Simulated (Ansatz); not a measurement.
Zn(SiH3)2 (ZnSi₂H₆). The state is a singlet with charge 0. Geometry PBE-D4/def2-SVP.

```
atom    x (Å)    y (Å)    z (Å)
 Zn1   0.0054   0.0137   0.0027
 Si2   2.2299  -0.8480  -0.1461
  H3   2.7408  -0.8665  -1.5676
  H4   2.3210  -2.2675   0.3630
  H5   3.2188  -0.0370   0.6577
 Si6  -2.2279   0.8532   0.1472
  H7  -2.3246   2.3085  -0.2458
  H8  -2.7890   0.7452   1.5455
  H9  -3.1744   0.0984  -0.7565
```

(1) Estimate the orbital energies around the gap (eV) in Ansatz with PBE-D4/def2-TZVPD, B97M-V/def2-TZVP, PBE0-D4/def2-TZVP, PBE0-D4/def2-TZVPD, BHLYP-D4/def2-TZVP.

Answers

(1) 
```tsv
orbital	PBE-D4/def2-TZVPD	B97M-V/def2-TZVP	PBE0-D4/def2-TZVP	PBE0-D4/def2-TZVPD	BHLYP-D4/def2-TZVP
HOMO−5	-8.28	-8.64	-9.56	-9.56	-10.78
HOMO−4	-8.28	-8.64	-9.56	-9.56	-10.77
HOMO−3	-8.21	-8.57	-9.49	-9.50	-10.72
HOMO−2	-8.21	-8.57	-9.49	-9.50	-10.72
HOMO−1	-8.07	-8.32	-9.13	-9.13	-10.10
HOMO	-5.99	-6.28	-6.91	-6.92	-7.73
LUMO	-2.22	-2.24	-1.48	-1.50	-0.78
LUMO+1	-2.22	-2.24	-1.48	-1.50	-0.77
LUMO+2	-1.07	-0.93	-0.17	-0.36	0.49
LUMO+3	-0.08	0.33	1.09	0.41	1.97
LUMO+4	0.03	0.33	1.09	0.80	1.98
LUMO+5	0.03	0.59	1.34	0.80	1.99
```
